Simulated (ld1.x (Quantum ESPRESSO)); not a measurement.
Varying the RRKJ potential for nitrogen (N)

Base potential:

- Element: nitrogen (N)
- Generator: ld1.x (Quantum ESPRESSO) 7.5
- Type: norm-conserving RRKJ (Kleinman–Bylander form)
- Functional: PBEsol
- Relativity: scalar-relativistic
- Frozen core: [He]
- Valence charge: 5
- Reference configuration: 2s1 2p4
- Partial waves: 2p (bound): rc 1.80 bohr; 3d channel at 0.2 Ry: rc 1.95 bohr; 2s (bound): rc 0.85 bohr
- Local potential: the s channel
- Core correction: Bessel-smoothed model core inside 0.85 bohr
- rho0: 0.005

Cutoffs, loose and tight: the cutoffs (Ry, on a coarse ladder) from which the occupation-weighted sum of valence levels, in a spherical-Bessel basis at the reference potential, stays within 10 and 1 mRy of its value at 400 Ry. They do not see the model core or the augmentation charge, which bear on the density cutoff. Test errors are all-electron minus pseudo excitation energies from the reference, over the configurations 2s2 2p3; 2s2 2p2; 2s2 2p1; 2s1 2p3; 2s2 2p3.3; 2s1 2p0; 2s0 2p5. A dash means not determined; rows that change the core or the reference have their own tests.

```tsv
change	outcome	cutoff, loose	cutoff, tight	bound ghosts	largest test error (meV)
base	generated	50 Ry	120 Ry	none	+2706
wave 3d channel at 0.2 Ry: rc 1.95 bohr becomes 3d channel at 0.2 Ry: rc 2.74 bohr	generated	50 Ry	120 Ry	none	+2706
functional PBE	generated	50 Ry	120 Ry	none	+2894
type TM; local potential the d channel; rho0 0	generated	50 Ry	120 Ry	none	+2198
fully relativistic	generated	50 Ry	120 Ry	none	+2710
wave 2p (bound): rc 1.80 bohr becomes 2p (bound): rc 2.46 bohr	generated	45 Ry	120 Ry	none	+8739
core correction Bessel-smoothed model core inside 1.00 bohr	generated	50 Ry	120 Ry	none	+2798
wave 3d channel at 0.2 Ry: rc 1.95 bohr becomes 3d channel at -0.12 Ry: rc 1.95 bohr	generated	50 Ry	120 Ry	none	+2706
wave 2s (bound): rc 0.85 bohr becomes 2s (bound): rc 0.96 bohr	generated	45 Ry	120 Ry	none	+2714
all radii but the core radius scaled by about 1.10 (s 0.94, p 1.98, d 2.14 bohr)	generated	45 Ry	120 Ry	none	+3977
wave 2s (bound): rc 0.85 bohr becomes 2s (bound): rc 0.86 bohr	generated	50 Ry	120 Ry	none	+2706
```

Question: What comes out with this change to the base: local potential all-electron potential smoothed inside 1.05 bohr (lloc = -1)?

Answer: outcome: generated; cutoff, loose: 70 Ry; cutoff, tight: 140 Ry; bound ghosts: none; largest test error (meV): +2692.
